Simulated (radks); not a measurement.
The numbers below are computed, except where a source is named.
Problem. The ruthenium ion Ru2+, 42 electrons, occupied as [Kr] 4d5 6d1 (not the ground configuration). Level of theory: scalar-relativistic Kohn-Sham, PBEsol, spin-polarised, spherical densities, point nucleus; open shells are filled with parallel spins first (spin-orbit coupling, left out, can overturn this in heavy ions) (a radial shooting solver on a logarithmic mesh with Libxc functionals). Some entries of the table are withheld. Estimate them.

| orbital | occ. | eigenvalue (eV) | <r^2> (bohr^2) |
|---|---|---|---|
| 1s down | 1 | -21955.48 | 0.001511 |
| 1s up | 1 | -21955.47 | 0.001511 |
| 2s up | 1 | -3184.052 | 0.02504 |
| 2s down | 1 | -3183.246 | 0.02503 |
| 2p up | 3 | -2855.407 | 0.01970 |
| 2p down | 3 | -2854.794 | 0.01970 |
| 3s up | 1 | -586.1312 | 0.1859 |
| 3s down | 1 | -585.6710 | 0.1858 |
| 3p up | 3 | -478.2164 | 0.1891 |
| 3p down | 3 | -477.6986 | 0.1889 |
| 3d up | 5 | -304.5458 | 0.1769 |
| 3d down | 5 | -303.7762 | 0.1765 |
| 4s up | 1 | -108.3215 | (1) |
| 4s down | 1 | -104.5559 | (2) |
| 4p up | 3 | -78.1023 | 1.409 |
| 4p down | 3 | -74.0975 | 1.397 |
| 4d up | 5 | -34.8664 | (3) |
| 4d down | 0 | -30.7026 | (4) |
| 6d up | 1 | -5.8966 | 75.12 |

Solution. 
(1) 4s up <r^2> (bohr^2): 1.160
(2) 4s down <r^2> (bohr^2): 1.148
(3) 4d up <r^2> (bohr^2): 2.416
(4) 4d down <r^2> (bohr^2): 2.483
